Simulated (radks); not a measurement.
The mean radii <r> (bohr) of the occupied orbitals of an atom or ion are listed with their occupations. Method: non-relativistic Kohn-Sham, r2SCAN, spin-polarised, spherical densities, point nucleus; meta-GGA in the generalised Kohn-Sham scheme; computed with a radial shooting solver on a logarithmic mesh with Libxc functionals.

orbital  occ.     <r>
1s          2  0.1309
2s          2  0.6958
2p          6  0.6875
3s          2   3.182

Name the element and its charge. Open shells, if any, are filled with parallel spins first.

Answer. Z = 12, magnesium, charge 0: Mg in [Ne] 3s2. The 1s radius gives Z: for a bare nucleus <r> = 1.5/Z, 0.125 bohr for Z = 12, and screening makes it slightly larger (0.1309 here). The occupations add up to 12, and the charge is Z minus that.
